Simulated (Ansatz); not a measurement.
Ansatz (an electronic-structure program) input for 1-methylcyclopentene (C6H10), SMILES CC1=CCCC1, ωB97X-V/def2-SVPD. Geometry optimised at r2SCAN-D4/def2-SVP. One conformer was computed; it need not be the lowest.

Ansatz 0.2 input:
```yaml
crystal:
  periodic: [false, false, false]
  atoms:
    - {symbol: C, position_ang: [2.22889048, 0.29473777, -0.04107229]}
    - {symbol: C, position_ang: [0.74373288, 0.15548312, -0.04456188]}
    - {symbol: C, position_ang: [-0.16928351, 1.09013717, -0.36675812]}
    - {symbol: C, position_ang: [-1.57609665, 0.55414239, -0.32002085]}
    - {symbol: C, position_ang: [-1.41173538, -0.77058773, 0.45672801]}
    - {symbol: C, position_ang: [0.06737655, -1.16148013, 0.27135509]}
    - {symbol: H, position_ang: [2.54688008, 1.30839635, -0.32636485]}
    - {symbol: H, position_ang: [2.64772029, 0.06830014, 0.95547608]}
    - {symbol: H, position_ang: [2.69471067, -0.42195963, -0.74105695]}
    - {symbol: H, position_ang: [0.07586018, 2.10972235, -0.68240079]}
    - {symbol: H, position_ang: [-1.95958434, 0.38367782, -1.34648002]}
    - {symbol: H, position_ang: [-2.29355219, 1.24226867, 0.16021180]}
    - {symbol: H, position_ang: [-2.11476450, -1.55470939, 0.13481287]}
    - {symbol: H, position_ang: [-1.60114181, -0.58321674, 1.52700811]}
    - {symbol: H, position_ang: [0.49637257, -1.66139412, 1.15831108]}
    - {symbol: H, position_ang: [0.21019303, -1.86568095, -0.57353695]}
basis:
  gaussian:
    orbitals: def2-SVPD
hamiltonian:
  xc: {name: wB97X-V}
```

Log of the run:

```
WARN ansatz: RAYON_NUM_THREADS=2 ignored (pool sized by the plan → 2); use --threads N
Functional definition: wB97X-V
integrals: 0.18 GiB planned
1654 factors; their error is unknown
integrals: 0.21 GiB planned
647 factors; integrals over basis functions are off by at most 2.7e-6 eV
mean field: 1.73 GiB planned
mean field evaluation 1: about -6375.3956 eV, gradient 3.8e1 eV
mean field evaluation 2: about -6377.4395 eV, gradient 2.7e1 eV
mean field evaluation 4: about -6379.1647 eV, gradient 1.1e0 eV
mean field evaluation 8: about -6379.0916 eV, gradient 4.2e-1 eV
mean field evaluation 16: about -6379.0920 eV, gradient 2.8e-5 eV
mean field -6379.09202293 eV, -234.4273079390 hartree, gradient 2.8e-5 eV, S^2 0.000000; 0 other end points of the search recorded, 0 dependent functions left out
reference -6379.09202051 eV, -234.4273078499 hartree; 23, 23 occupied and 177, 177 virtual orbitals, 1654 factors
Total energy: -6379.09202051 eV, -234.4273078499 hartree
```

The calculation finished and met its thresholds.

Cost: about 17 core-seconds (a rough figure).
